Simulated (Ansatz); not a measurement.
Consider the isomerisation: `C=C(Br)BC` → `CB/C=C/Br`.

Calculated with Ansatz (gas phase, PBE0-D4/def2-TZVP geometries, no zero-point term in ΔE). CCSD(T)/CBS adds triple-zeta CCSD(T) − MP2 to the extrapolated MP2 energy (def2 sets, frozen cores). DFT in def2-TZVPP. B3LYP here is the variant with VWN-RPA as its local correlation; programs differ in this. For Br outer-core shells are correlated without core-valence functions, which leaves a few kJ/mol of doubt a bond. Scalar relativity is left out up to krypton. Each species was taken in one conformer, which may not be the lowest.

`C=C(Br)BC`:

Z-matrix (Å, degrees):
```
C
B 1 1.548
H 1 1.102 2 105.7
H 1 1.092 2 113.5 3 115.3
H 1 1.091 2 114.5 3 -116.7
C 2 1.548 1 125.1 3 93.5
H 2 1.201 1 120.8 3 -84.0
Br 6 1.909 2 119.5 1 0.1
C 6 1.333 2 122.2 1 179.8
H 9 1.084 6 123.6 2 -179.2
H 9 1.085 6 118.5 2 0.7
```

`CB/C=C/Br`:

Z-matrix (Å, degrees):
```
C
B 1 1.559
H 1 1.091 2 117.2
H 1 1.097 2 109.1 3 123.4
H 1 1.097 2 109.0 3 -123.1
C 2 1.546 1 125.3 3 0.4
H 2 1.201 1 117.6 3 -179.6
C 6 1.332 2 121.0 1 -0.2
H 6 1.087 2 121.0 1 179.8
Br 8 1.876 6 124.4 2 -180.0
H 8 1.083 6 123.9 2 0.0
```

```json
{"level": "PBE-D4", "ΔE (kJ/mol)": "0.5", "difference from CCSD(T)/CBS": "-5.0"}
{"level": "PBE0-D4", "ΔE (kJ/mol)": "2.0", "difference from CCSD(T)/CBS": "-3.5"}
{"level": "ωB97X-V", "ΔE (kJ/mol)": "4.5", "difference from CCSD(T)/CBS": "-1.0"}
{"level": "ωB97M-V", "ΔE (kJ/mol)": "5.1", "difference from CCSD(T)/CBS": "-0.4"}
{"level": "PBE", "ΔE (kJ/mol)": "-1.3", "difference from CCSD(T)/CBS": "-6.8"}
{"level": "PBE0", "ΔE (kJ/mol)": "0.5", "difference from CCSD(T)/CBS": "-5.0"}
{"level": "B3LYP", "ΔE (kJ/mol)": "-0.2", "difference from CCSD(T)/CBS": "-5.7"}
{"level": "HF/def2-TZVPP", "ΔE (kJ/mol)": "3.3", "difference from CCSD(T)/CBS": "-2.2"}
{"level": "SCS-MP2/def2-TZVPP", "ΔE (kJ/mol)": "3.3", "difference from CCSD(T)/CBS": "-2.2"}
{"level": "CCSD(T)/def2-TZVPP", "ΔE (kJ/mol)": "4.0", "difference from CCSD(T)/CBS": "-1.5"}
{"level": "HF/def2-QZVPP", "ΔE (kJ/mol)": "2.9", "difference from CCSD(T)/CBS": "-2.6"}
{"level": "MP2/def2-QZVPP", "ΔE (kJ/mol)": "4.3", "difference from CCSD(T)/CBS": "-1.2"}
{"level": "SCS-MP2/def2-QZVPP", "ΔE (kJ/mol)": "4.0", "difference from CCSD(T)/CBS": "-1.5"}
{"level": "HF/CBS(def2)", "ΔE (kJ/mol)": "2.9", "difference from CCSD(T)/CBS": "-2.6"}
{"level": "MP2/CBS(def2)", "ΔE (kJ/mol)": "5.1", "difference from CCSD(T)/CBS": "-0.4"}
{"level": "CCSD/CBS(def2)", "ΔE (kJ/mol)": "5.3", "difference from CCSD(T)/CBS": "-0.2"}
{"level": "CCSD(T)/CBS", "ΔE (kJ/mol)": "5.5", "difference from CCSD(T)/CBS": "0"}
```

Largest T1 diagnostic among the species: 0.010.

The D4 term adds +3.1 kJ/mol with B3LYP and +1.6 kJ/mol with PBE0; it sums over pairs of atoms, weighted by their polarisabilities, and B3LYP, whose exchange is more repulsive, gets the larger term.
